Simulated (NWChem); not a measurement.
System: SF anion

Input file for NWChem:

```
start job
memory heap 200 mb stack 900 mb global 1100 mb
charge -1
geometry units angstroms noautosym nocenter noautoz
  F      0.000000     0.000000    -1.124567
  S      0.000000     0.000000     0.635976
end
basis spherical
  * library cc-pvtz
end
dft
  xc hfexch
  iterations 150
end
property
  efieldgrad
end
task dft property
```

Sets without diffuse functions describe the anion's extra electron poorly. All runs use the structure optimised with B3LYP/def2-SVPD.

Vzz is the largest principal value of the second derivative of the potential at the nucleus (NWChem prints the opposite sign); η is the asymmetry. Non-relativistic.

Atoms are numbered as in the input.

Problem. Give the results of this calculation. (Hartree-Fock/cc-pVTZ.) Quantities: Vzz S2 (a.u.); η S2.

Solution. The vzz S2 (a.u.) comes out as 5.662 and the η S2 is 0.00.
